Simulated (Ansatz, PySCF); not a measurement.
Species: C$_{3}$H$_{8}$N (charge 0, doublet). It need not be the lowest isomer of its formula. 
Geometry from a B3LYP-D3(BJ)/def2-TZVP (Ansatz, a quantum-chemistry and plane-wave program) optimisation:
SMILES: [CH2]NCC
```xyz
12

C     -1.8123     0.1248     0.2286
C     -0.4915    -0.4921    -0.2022
N      0.6328     0.3349     0.2004
C      1.9019     0.0352    -0.2574
H     -1.9389     1.1166    -0.2076
H     -2.6484    -0.5021    -0.0844
H     -1.8629     0.2226     1.3163
H     -0.4006    -1.5112     0.2010
H     -0.4567    -0.5821    -1.2912
H      0.5901     0.6325     1.1647
H      1.9787    -0.3359    -1.2700
H      2.7200     0.6079     0.1542
```
Charge 0, spin multiplicity 2.

Total electronic energies in hartree. Correlated levels leave the core frozen unless marked. Open shells are spin-unrestricted. No spin-orbit coupling. Non-relativistic. Basis-set limits of correlation are two-point, X^-3; Hartree-Fock from the larger set. [CCSD(T)-MP2]/basis is that difference in the basis named.

| level | program | energy (Eh) |
|---|---|---|
| PBE0/def2-SVP | Ansatz | -173.48602 |
| PBE0-D3(BJ)/def2-TZVP | Ansatz + dftd3 | -173.68195 |
| M06-2X/def2-TZVPD | PySCF | -173.79758 |
| HSE06/def2-TZVPD | Ansatz | -173.66665 |
| CAM-B3LYP-D3(BJ)/def2-TZVPD | Ansatz + dftd3 | -173.80018 |
| B2PLYP-D3(BJ)/def2-TZVPD | Ansatz + dftd3 | -173.72722 |
| CCSD(T)/STO-3G | Ansatz | -170.80277 |
| CCSD(T)/aug-cc-pVDZ | Ansatz | -173.36302 |
| RI-MP2/CBS(cc-pVTZ,cc-pVQZ)+[CCSD(T)-MP2]/cc-pVTZ | Ansatz | -173.6035 |

Totals of different functionals don't rank their quality; only differences between species are comparable.
